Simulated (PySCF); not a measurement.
**Spinor energies of Yb(51+) (ytterbium, charge +51)**

Start: [Ar] 3d1; 3d5/2 filled at m_j = +5/2. Calculated with PySCF 2.14 in an even-tempered Gaussian basis (15 s from 14 bohr⁻², ratio 2.8; 12 p from 18 bohr⁻², ratio 2.8; 8 d from 18 bohr⁻², ratio 2.8; 3 f from 54 bohr⁻², ratio 3): generalised Hartree-Fock with the X2C-1e Hamiltonian and a Gaussian nucleus; one run each with spin-orbit coupling (SO) screened by Boettger's factors, then bare. This is a chosen level, not necessarily the ground level.

| spinor shell | electrons | ε, screened SO (eV) | ε, bare SO (eV) | weight of nominal j (bare SO) | rms radius, bare SO (bohr) |
| --- | --- | --- | --- | --- | --- |
| 1s1/2 | 2 | -65091.5 | -65090.8 | 1.000 | 0.0223 |
| 2s1/2 | 2 | -13928.1 | -13928.0 | 1.000 | 0.0892 |
| 2p1/2 | 2 | -13445.0 | -13471.1 | 1.000 | 0.0758 |
| 3s1/2 | 2 | -5331.8 | -5331.8 | 1.000 | 0.220 |
| 3p1/2 | 2 | -5134.2 | -5140.6 | 1.000 | 0.208 |
| 3p3/2 | 4 | -4870.0 | -4867.8 | 1.000 | 0.221 |
| 3d5/2 | 1 | -4575.1 | -4571.2 | 1.000 | 0.192 |

Q: Where does 2p3/2 lie, and what is the 2p spin-orbit splitting (bare SO)?

A: At -12371.2 eV, 1099.9 eV above 2p1/2.

```
   quantity   screened SO       bare SO
E (hartree)  -11593.47000  -11594.14766
        M_J           5/2           5/2
       ⟨J²⟩         8.751         8.751
       ⟨L²⟩         6.044         6.047
       ⟨S²⟩         0.794         0.796
```

Each row is a mean over spinors that exchange with the open shell spreads, by up to 25.785 eV (3p3/2).

Breit and QED terms are absent; they matter most for the inner s and p1/2 levels.

Densities and radii are taken from the X2C orbitals without a picture-change correction, which distorts them close to the nucleus.
